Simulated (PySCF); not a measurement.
## IF⁺: one state, many levels of theory

State: ²Π (doublet), unpaired electrons π ↑. Set-up: I x2c-SVPall, F x2c-SVPall; spin-free X2C with a Gaussian nucleus (PySCF 2.14). De refers to I⁺ + F in their high-spin ground configurations, without counterpoise correction. The functionals are run spin-unrestricted. A positive dipole points towards F; it is taken about the centre of mass and depends on that origin. Levels whose curve was spin-contaminated or gave no clean fit are not listed.

```
    Level  Re (Å)  ωe (cm⁻¹)  De (eV)  μ (D)  CPU s a point (SCF and correlation, without the integrals)
 UHF-CCSD   1.897        669     1.70    n/a                                                         n/a
      LDA   1.882        701     4.02  -1.81                                                        0.29
      PBE   1.908        665     3.12  -1.86                                                        0.59
     TPSS   1.902        675     2.92  -1.90                                                         1.8
   r²SCAN   1.891        690     2.56  -2.04                                                        0.72
    B3LYP   1.892        692     2.55  -2.14                                                        0.99
     PBE0   1.878        714     2.40  -2.18                                                        0.97
CAM-B3LYP   1.874        725     2.50  -2.23                                                         1.5
```

The bond length runs from 1.874 Å (CAM-B3LYP) to 1.908 Å (PBE). De spans 1.70 eV (UHF-CCSD, coupled cluster) to 4.02 eV (LDA, local density).

Correlated steps freeze 19 core orbitals. Correlated levels converge slowly with the basis: in double zeta they bind strong bonds too weakly, by up to about 1 eV, and carry superposition errors of some tenths. Spin–orbit coupling is left out, which matters for elements this heavy, above all for dissociation energies. For an ion De counts to the pair picked by the measured ionisation energies or electron affinities, which need not be the lowest pair at this level. Counting both spins, an empty level lies below a filled one in some of these solutions, because spin and occupation are held. The state was picked by a PBE0 search and need not be the measured ground state.

The whole job (state search and all levels along the bond) took about 2.2 min on 1 thread of Oxide Virtual Turin-like (shared host), peak memory 0.6 GiB.
